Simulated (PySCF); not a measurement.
ClH3MgOSi, SMILES [SiH3][O][Mg][Cl]. Heavy atoms are numbered as in [Mg:1]([Cl:2])[O:3][SiH3:4]. Hydrogens are named by the atom that carries them.

Geometry: PBE0-D3(BJ)/def2-SVP. Other conformers were not sampled.

All values below come from B3LYP/def2-TZVPD run with PySCF.

ESP charges are fitted to the potential on shells at 1.4 to 2.0 van der Waals radii. Atomic charges (e), one atom of each kind:

```tsv
atom	IAO	ESP fit
Mg1	1.65	0.90
Cl2	___	-0.45
O3	___	-0.47
Si4 (SiH3)	0.90	0.26
H on Si4	___	-0.08
```

**Question.** Some entries are withheld; supply them. (The exact figures need the calculation; the answer reports its results.)

**Answer.** 
- Cl2, IAO: -0.80
- O3, IAO: -1.23
- H on Si4, IAO: -0.18
